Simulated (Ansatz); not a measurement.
A made-up structure of AlBH4Te, closed shell:

B1  (-0.860, 0.303, -1.086)
Al2  (-0.086, 0.514, 0.866)
Te3  (1.820, -1.023, 1.531)
H4  (-1.747, -0.461, -1.342)
H5  (-0.410, 0.904, -2.020)
H6  (-0.538, 1.523, 2.005)
H7  (-0.482, 1.273, -0.596)
(Å)

It is relaxed with PBE-D4/def2-SVP and then PBE0-D4/def2-TZVP (Ansatz 0.2.0). Atoms count as bonded within 1.22 times the sum of their covalent radii (H–H: 0.88 Å). The end point is not checked to be a true minimum.

Does its bonding change? (A judgement: the text doesn't fix the answer.)

The calculation gives: Yes. Formed: B1–Te3; broken: none.

Where it ends: The first stage lowers the energy by 2.66 eV in 15 steps. It ends as AlBH₄Te ([H]1[BH2]2[Te][AlH]12):
```xyz
7
angstrom
B -0.4503 0.1224 -0.9856
Al -0.1225 0.8339 1.1784
Te 1.1390 -1.0166 0.3789
H -1.3694 -0.6045 -1.2177
H 0.1175 0.6778 -1.8778
H -0.6259 1.9170 2.1930
H -0.9921 1.1020 -0.3100
```

Labels in which every atom is bracketed show which atoms are joined, not bond orders.

For scale, one of the runs: PBE0-D4/def2-TZVP relaxation, 142 basis functions, launched by `ansatz run in.yaml --threads 2 --pin off --events-out ev --progress --plain --max-ram 4352MiB`. The run took about 29 s on 2 CPU threads of an Intel Xeon Platinum 8259CL (shared host).
